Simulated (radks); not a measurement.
Pm II, configuration [Xe] 4f6 (not the ground configuration).

All-electron calculation, scalar-relativistic Kohn-Sham, PBEsol, spin-polarised, spherical densities, point nucleus; open shells are filled with parallel spins first (spin-orbit coupling, left out, can overturn this in heavy ions). Program: a radial shooting solver on a logarithmic mesh with Libxc functionals.

Energy parts (eV):
part                      energy
total                 -272572.54
kinetic                290720.52
electron-nucleus      -662933.00
Hartree                105774.60
exchange-correlation    -6134.66

Orbitals (lengths in bohr, moments of r in powers of bohr):
orbital  occ.  eigenvalue (eV)      <r^4>
1s up       1        -45004.00  1.418e-06
1s down     1        -45004.00  1.418e-06
2s up       1        -7316.126  0.0002297
2s down     1        -7316.100  0.0002297
2p up       3        -6534.105  0.0001697
2p down     3        -6534.089  0.0001697
3s up       1        -1594.162   0.009108
3s down     1        -1592.614   0.009083
3p up       3        -1348.639   0.009522
3p down     3        -1347.100   0.009490
3d up       5        -1011.880   0.007734
3d down     5        -1010.689   0.007696
4s up       1        -317.1462     0.2307
4s down     1        -313.1591     0.2303
4p up       3        -236.6956     0.3041
4p down     3        -232.6846     0.3037
4d up       5        -123.1538     0.5047
4d down     5        -119.1136     0.5075
4f up       6          -3.6451      31.13
5s up       1         -44.3063      8.541
5s down     1         -41.6563      9.101
5p up       3         -25.5012      18.21
5p down     3         -23.4324      20.04

The highest occupied level is 4f up at -3.645 eV. Spin moment in Bohr magnetons: 6.
